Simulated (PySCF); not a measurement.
# A search over the determinants of LiI

Unrestricted PBE0; basis Li def2-SVPD, I def2-SVPD with ECP28; scalar-relativistic core potentials; PySCF 2.14. Outer shells of the fragments: Li 2s1; I 4d10 5s2 5p5.

Followed along the bond (rough minima from three points):

| 2Ms+1 | unpaired | ⟨S²⟩ at the start | R at minimum (Å) | Te (eV) |
| --- | --- | --- | --- | --- |
| 1 | none | 0.00 | 2.40 | 0.00 |
| 3 | σ ↑, π ↑ | 2.00 | none in the scan | ≤ 3.84 |

Solutions found at the starting distance of 2.595 Å, counted from the lowest of them; the search is not exhaustive and high or unbound solutions are not listed, so other states can lie among these:

```tsv
2Ms+1	unpaired	term	E (eV)	⟨S²⟩	⟨Lz²⟩	μ (D)
1	none	¹Σ⁺	0.00	0.00	0.00	-8.11
3	σ ↑, π ↑	³Π	3.85	2.00	1.01	4.10
1	σ ↑, π ↓	mixed	3.87	1.00	1.00	4.29
3	σ ↑↑	³Σ⁺	4.42	2.00	0.00	3.90
3	π ↑↑	mixed	4.90	2.00	2.00	1.47
3	π ↑↑	mixed	5.03	2.00	2.00	1.84
3	σ ↑, π ↑	³Π	5.56	2.00	1.00	1.25
```

A term symbol is given only where ⟨S²⟩ and ⟨Lz²⟩ are close to those of a pure state; real π, δ and φ orbitals otherwise mix terms. A positive dipole means Li(−)I(+).

The measured ground state is X ¹Σ+ (Huber and Herzberg, Constants of Diatomic Molecules (1979)).

Spin–orbit coupling is left out. Counting both spins, an empty level lies below a filled one in some of these solutions, because spin and occupation are held.
